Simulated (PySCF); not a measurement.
# Adding and removing an electron: MgBi

PBE0; basis Mg aug-cc-pVDZ, Bi aug-cc-pVDZ-PP with ECP60; scalar-relativistic core potentials; PySCF 2.14. Neutral (UKS): quartet (σ ↑, π ↑↑), Re = 2.955 Å, ωe = 184 cm⁻¹, De = 0.55 eV, HOMO -4.77 eV, LUMO -2.72 eV.

MgBi⁺ (UKS): triplet (π ↑↑), Re = 2.824 Å, ωe = 227 cm⁻¹. The energies at the minima are -414.59530 hartree for MgBi and -414.35828 for MgBi⁺.

Work out the adiabatic ionisation energy, without and with harmonic zero-point energies (1 hartree = 27.2114 eV, 1 eV = 8065.5 cm⁻¹), and the change of the bond length.

At PBE0: 0.23702 hartree = 6.450 eV between the minima; the zero-point term (227.0 − 184.0)/2 cm⁻¹ = +0.003 eV makes it 6.452 eV. Re changes by -13.1 pm against the neutral. The electron leaves a σ orbital, and the shorter bond of the ion fits an antibonding orbital, or a change in how ionic the bond is.

These are scalar-relativistic numbers at best; spin–orbit coupling would shift them, the dissociation energy most. States were picked by a PBE0 search and need not be the measured ground states.
